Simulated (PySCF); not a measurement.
# Ti²⁺: excitation energy

Ti²⁺ [Ar] 3d2 (3F) → Ti²⁺ [Ar] 3d1 4p1 (high-spin determinant), as a difference of total energies. All numbers are calculated (PySCF 2.14, scalar relativity by spin-free X2C-1e, in ANO-RCC-VTZP). Correlated levels: valence: [Ar] frozen; valence and next inner shell: [Ne] frozen. The calculations carry no spin-orbit coupling.

| method | excitation energy (cm⁻¹) |
| --- | --- |
| UHF | 74867 |
| LDA | 76670 |
| PBE | 76333 |
| PBE0 | 77297 |
| r2SCAN | 79033 |
| B3LYP | 76918 |
| HSE06 | 77074 |
| revPBE | 76378 |
| MP2 (valence) | 75433 |
| SCS-MP2 (valence) | 75056 |
| MP2 (valence and next inner shell) | 76227 |
| SCS-MP2 (valence and next inner shell) | 76092 |

A first-order spin-orbit estimate (lowest level to lowest level, LS coupling) adds -0.013 eV.

The basis was made for the ground configuration and has no added diffuse functions, so the excitation energy can come out too high.

The determinant of the upper state mixes LS terms, which raises its energy above the lowest term, most at the Hartree-Fock and MP2 levels.
